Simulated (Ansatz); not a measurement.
CH7ClOSi2 can be A, `C[SiH](Cl)[SiH2]O`, or B, `C[SiH2]O[SiH2]Cl`.

Computed with Ansatz on PBE0-D4/def2-TZVP structures; ΔE is electronic, products minus reactants. CCSD(T)/CBS adds triple-zeta CCSD(T) − MP2 to the extrapolated MP2 energy (def2 sets, frozen cores). Functionals use def2-TZVPP. B3LYP here is the variant with VWN-RPA as its local correlation; programs differ in this. Each species was taken in one conformer, which may not be the lowest.

(1) Which is lower in electronic energy at CCSD(T)/CBS, and by how much? (Best estimate.)

(2) Give E(B) − E(A) in kcal/mol with CCSD/def2-TZVPP, ωB97M-V, B2PLYP, MP2/def2-TZVPP, B3LYP, CCSD(T)/def2-TZVPP, PBE0-D4. (An estimate is asked.)

Largest T1 diagnostic: 0.011.

Answers

(1) Ansatz gave: B, by 31.2 kcal/mol.

(2) Ansatz gave: CCSD/def2-TZVPP -32.5, ωB97M-V -31.6, B2PLYP -32.2, MP2/def2-TZVPP -32.9, B3LYP -31.0, CCSD(T)/def2-TZVPP -31.5, PBE0-D4 -26.8. None reverses the order clearly.

From PBE to PBE0 (25 % exact exchange), in def2-TZVPP and without D4, E(B) − E(A) moves by −2.4 kcal/mol. In def2-TZVPP, CCSD(T) changes the Hartree–Fock value by +6.3 kcal/mol (the triples alone add +0.9 kcal/mol) and MP2 by +4.9 kcal/mol.
